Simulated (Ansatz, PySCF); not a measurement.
C6H9O, SMILES C1[CH]CCCC1=O, multiplicity 2. Atoms are numbered in the order given.

```xyz
16

O     -1.6972    -0.0130    -1.6510
C     -1.0181    -0.0100    -0.6514
C     -0.5406     1.2893     0.0026
C      0.8649     1.2076     0.5026
C      1.3270    -0.0442     1.1718
C      0.9133    -1.2921     0.3723
C     -0.5919    -1.2825     0.0637
H     -0.7014     2.1160    -0.7047
H     -1.2468     1.4615     0.8503
H      1.4753     2.1134     0.5320
H      2.4177    -0.0277     1.3247
H      0.8788    -0.1222     2.1888
H      1.4757    -1.3172    -0.5764
H      1.1764    -2.2082     0.9249
H     -0.9002    -2.1411    -0.5497
H     -1.1565    -1.3266     1.0147
```
Charge 0, spin multiplicity 2.

The structure is a stationary point at B3LYP-D3(BJ)/def2-SVP. The isomer is the one that the SMILES or the coordinates give; other isomers of the formula were not compared. The values are those of a single conformer.

Two levels are set side by side: PBE-D3(BJ)/def2-SVP (Ansatz, an electronic-structure program) and B3LYP-D3(BJ)/def2-SVP (Ansatz). Each level has its own optimised geometry; the coordinates shown are those of the second. Frequencies come from the Hessian of PySCF at each geometry. Differences are taken from unrounded values.

| quantity | B3LYP-D3(BJ) | PBE-D3(BJ) | PBE-D3(BJ) minus B3LYP-D3(BJ) |
|---|---|---|---|
| mean bond length (Å) | 1.266 | 1.272 | 0.006 |
| bond O1–C2 (Å) | 1.208 | 1.217 | 0.008 |
| bond C2–C3 (Å) | 1.531 | 1.546 | 0.015 |
| bond C2–C7 (Å) | 1.521 | 1.526 | 0.005 |
| bond C3–C4 (Å) | 1.494 | 1.492 | -0.002 |
| bond C4–C5 (Å) | 1.493 | 1.493 | 0.000 |
| bond C5–C6 (Å) | 1.539 | 1.548 | 0.010 |
| bond C6–C7 (Å) | 1.536 | 1.540 | 0.003 |
| bond C3–H8 (Å) | 1.100 | 1.106 | 0.006 |
| bond C3–H9 (Å) | 1.117 | 1.121 | 0.004 |
| bond C4–H10 (Å) | 1.093 | 1.100 | 0.008 |
| bond C5–H11 (Å) | 1.101 | 1.108 | 0.007 |
| bond C5–H12 (Å) | 1.114 | 1.119 | 0.005 |
| bond C6–H13 (Å) | 1.103 | 1.111 | 0.008 |
| bond C6–H14 (Å) | 1.102 | 1.111 | 0.009 |
| bond C7–H15 (Å) | 1.099 | 1.107 | 0.008 |
| bond C7–H16 (Å) | 1.107 | 1.115 | 0.008 |
| highest harmonic wavenumber (cm⁻¹) | 3188 | 3134 | -54 |
| mean harmonic wavenumber (cm⁻¹) | 1415 | 1379 | -36 |
| zero-point energy (kcal/mol) | 84.99 | 82.81 | -2.18 |

Exact exchange shortens and stiffens bonds; PBE has none. Differences between two approximate levels are no errors against the true value.
